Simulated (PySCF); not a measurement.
Coordinates in bohr (charge -1 multiplicity 1):
```
Cu    0.0000    0.0000   -1.7689
S     2.1875    0.0000    1.7407
S    -2.1875    0.0000    1.7407
```

These are results of PBE0 in PySCF with Cu def2-SVPD, S def2-SVPD; no relativity; density-fitted integrals, not measurements.

This geometry of [CuS2]- is a stationary point at this level.

(1) What is the point group?

(2) Is it a minimum?

(3) List the harmonic modes with their infrared intensities.

(4) Give the ideal-gas entropy at 298.15 K and 1 bar by parts.

Results:

(1) C2v.

(2) Yes: all harmonic wavenumbers are real.

(3) 
```json
{"symmetry": "a1", "ω (cm⁻¹)": "220", "IR (km/mol)": "13.6"}
{"symmetry": "b2", "ω (cm⁻¹)": "267", "IR (km/mol)": "4.8"}
{"symmetry": "a1", "ω (cm⁻¹)": "428", "IR (km/mol)": "10.8"}
```

(4) translation 169.3, rotation 102.7, vibration 18.6, spin 0.0; total 290.5 J/(mol K).

This need not be the most stable arrangement of these atoms. The lowest empty level of this anion is unbound, so it and the gap depend on the basis. At this level a triplet minimum of D∞h symmetry lies 55 kJ/mol below this structure.
